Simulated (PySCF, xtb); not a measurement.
SiF₂Cl, SMILES [Si](Cl)(F)F, multiplicity 2.

Harmonic wavenumbers (cm⁻¹) from GFN2-xTB in xtb at its own minimum, in rising order: 150, 207, 282, 523, 823, 836.

Q: What does PBE-D3(BJ)/def2-SVP (PySCF) give at its own minimum? (Estimate from the structure and the level; the computed values follow.)

A: 197, 242, 325, 536, 838, 914. Paired by order, the mean absolute difference is 39 cm⁻¹ and the zero-point energies are 4.0 and 4.4 kcal/mol.
